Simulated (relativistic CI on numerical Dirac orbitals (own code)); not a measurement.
Computed by Dirac-Coulomb-Breit CI, orbitals from a KLI potential per configuration, model QED (radiative potential, 1s self-energy scaled to tabulated hydrogen-like ionisation energies), unscaled Slater integrals (own radial code, finite nucleus).

Configuration list (outside the closed core [Kr]): 4d10 5s2, 4d10 5s 4f, 4d10 5s 5p, 4d10 5s 5d, 4d10 4f 5d, 4d10 5s 5f, 4d10 5p 5d, 4d9 5s2 4f, 4d10 5s 5g, 4d10 5s 6s, 4d10 4f 5g, 4d10 5s 6p, 4d10 5p 5g, 4d10 5d 5f, 4d10 5s 6d, 4d9 5s2 5p, 4d10 5s 7s, 4d10 5s 6f, 4d10 5s 7p, 4d10 5s 7d, 4d10 4f2, 4d9 4f3, 4d10 4f 5p, 4d9 4f2 5p, 4d10 5p2, 4d9 4f 5p2, 4d10 5d2, 4d9 4f 5d2, 4d10 4f 5f, 4d9 4f2 5f, 4d10 5f2, 4d9 4f 5f2, 4d10 5p 5f, 4d9 4f 5p 5f. Double excitations out of closed p, d and f shells are left out; levels of such configurations are missing from the list, as are those of other unlisted configurations, and high levels can miss mixing partners. Some configurations lack a partner that the ground configuration has and come out too high, among them 4d9 5s2 5p.

At this charge transitions that keep the count of f electrons are usually good to a few per cent. Terms inside the open d or f shell come out 10 to 20 % too wide with unscaled integrals. Levels and lines within the n = 5 or 6 shells can be off by up to 10 % or somewhat more, and those that change n by about 2 %, since core polarisation is missing. Levels that differ in their count of f electrons can be misplaced by several ten thousand cm⁻¹, since the correlation energy of f electrons is missing or only estimated; rates across such gaps can be off by orders of magnitude.

Outline of the computed level scheme of Pm XIV. Lowest level of each configuration: 4d10 5s2 1S_0 at 0.0000 eV; 4d10 5s 4f 3F°_2 at 1.6802 eV; 4d10 4f2 3H_4 at 9.0978 eV; 4d10 5s 5p 3P°_0 at 19.2981 eV; 4d10 4f 5p 3G_3 at 26.3014 eV; 4d10 5p2 3P_0 at 48.2321 eV; 4d10 5s 5d 3D_1 at 67.4319 eV; 4d10 4f 5d 1G°_4 at 68.9105 eV.

Some strong electric-dipole decays among the lowest 45 levels: 4d10 5s 5d 3D_3 → 4d10 5s 5p 3P°_2 (5.3e+10 s⁻¹); 4d10 5s 5d 3D_2 → 4d10 5s 5p 3P°_1 (5.1e+10 s⁻¹); 4d10 5s 5d 3D_1 → 4d10 5s 5p 3P°_0 (4.0e+10 s⁻¹); 4d10 5s 5d 3D_1 → 4d10 5s 4f 3F°_2 (2.9e+10 s⁻¹); 4d10 4f 5d 3G°_3 → 4d10 4f2 3H_4 (2.8e+10 s⁻¹); 4d10 4f 5d 3F°_2 → 4d10 4f 5p 3F_2 (2.7e+10 s⁻¹); 4d10 5s 5d 3D_3 → 4d10 5s 4f 3F°_4 (2.6e+10 s⁻¹); 4d10 5s 5d 3D_2 → 4d10 5s 4f 3F°_3 (2.5e+10 s⁻¹).

LS names give the leading component of a level, which can be under half, so a name can repeat, a term be missing and a line seem to break the LS rules.
